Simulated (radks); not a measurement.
The numbers below are computed, except where a source is named.
Neutral chlorine inside a hard spherical wall (all orbitals vanish at R), configuration held at [Ne] 3s2 3p5 and not refilled when levels cross. Code: a radial shooting solver on a logarithmic mesh with Libxc functionals. Model: non-relativistic Kohn-Sham, r2SCAN, spin-polarised, spherical densities, point nucleus; open shells are filled with parallel spins first; meta-GGA in the generalised Kohn-Sham scheme. Eigenvalues in eV for spin up, with the zero of energy where the potential of the charges vanishes at infinity; a dash marks a level that is unbound or too diffuse for the functional's potential to be trusted. A positive occupied level is held by the wall or, in an anion where self-interaction has pushed it up, behind a barrier. The pressure on the wall is -dE/dV.

| R (bohr) | E (hartree) | kinetic (hartree) | e(2s) | e(2p) | e(3s) | e(3p) | e(4s, empty) | e(4p, empty) | pressure (GPa) |
|---|---|---|---|---|---|---|---|---|---|
| free | -460.11872 | 459.567 | -256.20 | -194.73 | -22.033 | -9.465 | - | - | 0 |
| 20 | -460.11872 | 459.567 | -256.20 | -194.73 | -22.033 | -9.465 | - | - | < 0.0001 |
| 15 | -460.11872 | 459.567 | -256.20 | -194.73 | -22.033 | -9.465 | - | - | < 0.0001 |
| 12 | -460.11872 | 459.567 | -256.20 | -194.73 | -22.033 | -9.465 | 0.535 | 1.670 | < 0.0001 |
| 10 | -460.11872 | 459.567 | -256.20 | -194.72 | -22.032 | -9.465 | 0.923 | 2.477 | 0.000265 |
| 8 | -460.11854 | 459.569 | -256.18 | -194.71 | -22.018 | -9.452 | 1.864 | 4.216 | 0.0110 |
| 3.5 | -459.75746 | 461.502 | -248.67 | -187.12 | -17.013 | -3.812 | 31.509 | 40.673 | 127 |
| 3 | -459.20399 | 463.840 | -241.94 | -180.32 | -12.267 | 1.711 | 53.236 | 63.793 | 455 |
| 2.5 | -457.69861 | 469.235 | -229.42 | -167.59 | -1.986 | 13.483 | 96.198 | 107.62 | 1830 |
| 2 | -453.25873 | 482.594 | -206.00 | -143.64 | 23.396 | 41.325 | 189.93 | 199.34 | 8810 |
